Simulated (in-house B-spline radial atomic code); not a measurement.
How G0W0 and RPA depend on the start: the fluorine ion F²⁺

Configuration [He] 2s2 2p3, highest spin. Computed with an all-electron radial atomic-structure program (B-spline basis): all electrons, scalar-relativistic (spin-free one-electron X2C), finite nucleus, each spin shell either full or empty, empty states to l = 9 with an (l + 1/2)⁻⁴ tail; G0W0 by contour deformation at full frequency.

```tsv
start	mean-field 2p up (eV)	G0W0 (eV)	QP weight	RPA correlation (Eh)
Hartree-Fock	-63.88	?	?	?
LDA VWN5	-51.60	-62.26	0.923	-0.35915
PBE	-51.56	?	?	?
PBE0	-54.81	-62.53	0.942	-0.34166
r2SCAN	-52.80	-62.35	0.936	-0.3488
HSE06	-54.38	-62.48	0.940	-0.34368
B3LYP (VWN-RPA)	-54.18	-62.43	0.939	-0.34515
SCAN	-52.86	-62.32	0.936	-0.34862
TPSS	-51.91	-62.18	0.928	-0.354
BHandHLYP	-57.89	-62.77	0.954	-0.32744
CAM-B3LYP	-56.20	-62.68	0.948	-0.33584
LC-wPBE	-57.26	-62.84	0.952	-0.33227
wB97X	-57.05	-62.79	0.954	-0.32988
PBEsol	-51.45	-62.21	0.923	-0.3587
BLYP	-51.41	-62.07	0.922	-0.35922
r2SCAN0	-55.72	-62.63	0.948	-0.33547
LDA exchange-only	-50.36	-62.30	0.917	-0.35873
```

Problem. What G0W0 level, weight and RPA correlation energy follow from the PBE start?

Solution. G0W0 level -62.14 eV, weight 0.923, RPA correlation -0.3589 hartree.

Problem. What G0W0 level, weight and RPA correlation energy follow from the Hartree-Fock start?

Solution. G0W0 level -63.21 eV, weight 0.968, RPA correlation -0.30317 hartree.

Problem. How much of the dependence on the start does G0W0 remove?

Solution. The mean-field levels span 13.5 eV and the G0W0 levels 1.14 eV. Against 62.708 eV (NIST, semi-empirical) the G0W0 removal energies are off by -0.63 to +0.50 eV.
